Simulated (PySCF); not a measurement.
PBE0 on S (sulfur, neutral), [Ne] 3s2 3p3 3d1, high-spin 5D determinant (an excited configuration). Calculation: PySCF 2.14, in dyall-av3z (19s12p3d2f, 84 functions); the spin-free X2C one-electron Hamiltonian (Gaussian nucleus).

```
cycle= 1 E= -398.739486653683  delta_E= -0.0057  |g|= 0.011  |ddm|= 0.0803
cycle= 2 E= -398.739520125261  delta_E= -3.35e-05  |g|= 0.00256  |ddm|= 0.0141
cycle= 3 E= -398.739523715668  delta_E= -3.59e-06  |g|= 0.00111  |ddm|= 0.00423
cycle= 4 E= -398.739524039481  delta_E= -3.24e-07  |g|= 0.000112  |ddm|= 0.000841
cycle= 5 E= -398.739524042891  delta_E= -3.41e-09  |g|= 1.32e-05  |ddm|= 8.27e-05
cycle= 6 E= -398.739524043058  delta_E= -1.67e-10  |g|= 9.4e-07  |ddm|= 1.7e-05
converged SCF energy = -398.739524043058  <S^2> = 6.0003402  2S+1 = 5.0001361
```

Highest occupied orbital energy: 0.909 eV; ⟨L²⟩ = 6.01; populations by l: s 6.00, p 9.00, d 1.00, f 0.00.

Task: Can this result be used?

Result: Not for this state. Self-consistency was reached. The outer electron is Rydberg-like, and this basis confines it to a smaller radius and binds it less than a complete one would. At PBE0 the highest occupied level has a positive energy, so only the finite basis holds that electron; for this excited configuration the basis is too tight for the outer shell.
